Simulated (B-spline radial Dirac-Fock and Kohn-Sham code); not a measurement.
# Radiative decay of the K hole in Cu¹⁴⁺

System: Cu¹⁴⁺, configuration [Ne] 3s2 3p3.

The computed values come from a radial finite-basis atomic code: a relativistic independent-particle model: LDA orbitals of the hole state, radiative multipoles to third order, Auger rates from the Coulomb interaction with a continuum orbital, Dirac-Fock energies.

```tsv
line	multipole	energy (eV)	width (meV)	share (%)
Kα2	E1	–	204	31.0
Kα1	E1	8057.7	397	60.4
Kβ3	E1	9007.5	19.0	2.90
Kβ1	E1	9011.5	37.8	5.75
```

The listed lines hold 100.0 % of the radiative rate. A dash stands for an energy that rests on an unreliable hole state. The radiative width is 0.657 eV in the length form and 0.677 eV in the velocity form; the two differ because the transition energies are not eigenvalue differences of the potential that gave the orbitals. Kα2/Kα1 is 0.513 and Kβ/Kα is 0.095.
